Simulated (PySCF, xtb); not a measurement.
F₃HSSn, SMILES [F][Sn]([F])([F])[SH].

GFN2-xTB (xtb 6.7.1) at its own geometry gives an orbital gap of 1.62 eV and a dipole moment of 4.71 D.

The structure is a stationary point at B3LYP-D3(BJ)/def2-SVP. The structure was generated by enumeration; whether it is a known compound was not checked. The def2 effective core potentials stand for the cores of Sn; spin–orbit coupling is left out. The values are those of a single conformer.

### Question
What does HF/def2-TZVP (PySCF) give? (An estimate is asked for; the answer gives what the named calculation found.)

### Answer
gap 12.51 eV (levels -12.02 and 0.49 eV), dipole 3.49 D.
